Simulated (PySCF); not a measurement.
C₆H₇, SMILES [C]1=CC=CCC1, multiplicity 2. The structure is a stationary point at PBE-D3(BJ)/def2-SVP. The isomer is the one that the SMILES or the coordinates give; other isomers of the formula were not compared. Other conformers were not sampled.

Give the equilibrium geometry at PBE-D3(BJ)/def2-SVP (PySCF confirms it by a frequency run) as bond lengths and angles. (Estimate from the structure and the level; the computed values follow.)

One answer among several that fit: 
Atoms: C1 C2 C3 C4 C5 C6 H7 H8 H9 H10 H11 H12 H13. Bonded distances (Å): C1–C2 1.338, C1–C6 1.482, C2–C3 1.480, C2–H7 1.103, C3–C4 1.356, C3–H8 1.102, C4–C5 1.512, C4–H9 1.102, C5–C6 1.553, C5–H10 1.110, C5–H11 1.117, C6–H12 1.117, C6–H13 1.110. Bond angles (°): C2–C1–C6 126.5, C1–C2–C3 117.0, C1–C2–H7 123.3, C3–C2–H7 119.6, C2–C3–C4 120.5, C2–C3–H8 118.5, C4–C3–H8 121.0, C3–C4–C5 120.8, C3–C4–H9 120.4, C5–C4–H9 118.7, C4–C5–C6 112.4, C4–C5–H10 111.5, C4–C5–H11 108.2, C6–C5–H10 109.6, C6–C5–H11 109.0, H10–C5–H11 105.8, C1–C6–C5 109.0, C1–C6–H12 108.4, C1–C6–H13 112.7, C5–C6–H12 110.6, C5–C6–H13 110.0, H12–C6–H13 106.2.
Charge 0, spin multiplicity 2.
